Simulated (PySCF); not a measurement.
Trend along the alkali metals: MB molecules

CCSD(T) with double-zeta basis sets in PySCF, for the lowest determinant that a PBE0 search found; no spin–orbit coupling. De refers to high-spin ground-configuration atoms.

```json
{"M": "Li", "basis": "def2-SVPD", "reference, frozen orbitals": "UHF, 1", "state (unpaired electrons)": "triplet (σ ↑, π ↑)", "Re (Å)": "2.151", "ωe (cm⁻¹)": "542", "De (eV)": "1.13"}
{"M": "Na", "basis": "def2-SVP", "reference, frozen orbitals": "UHF, 2", "state (unpaired electrons)": "triplet (σ ↑, π ↑)", "Re (Å)": "2.518", "ωe (cm⁻¹)": "321", "De (eV)": "0.62"}
{"M": "K", "basis": "x2c-SVPall", "reference, frozen orbitals": "UHF, 6", "state (unpaired electrons)": "triplet (σ ↑, π ↑)", "Re (Å)": "2.913", "ωe (cm⁻¹)": "256", "De (eV)": "0.52"}
{"M": "Rb", "basis": "def2-SVPD", "reference, frozen orbitals": "UHF, 1", "state (unpaired electrons)": "triplet (σ ↑, π ↑)", "Re (Å)": "3.064", "ωe (cm⁻¹)": "239", "De (eV)": "0.60"}
```

The shortest bond is that of LiB (2.151 Å), the longest that of RbB (3.064 Å).

The rows differ in basis set, which adds steps of its own.

Down a group the atoms grow and get heavier, so bonds lengthen and wavenumbers fall; this series shows no clear exception.

Correlated steps freeze the inner cores (1 to 6 orbitals); shallow outer-core shells are correlated. Correlated levels converge slowly with the basis: in double zeta they bind strong bonds too weakly, by up to about 1 eV, and carry superposition errors of some tenths. Spin–orbit coupling is left out. States were picked by a PBE0 search and need not be the measured ground states.
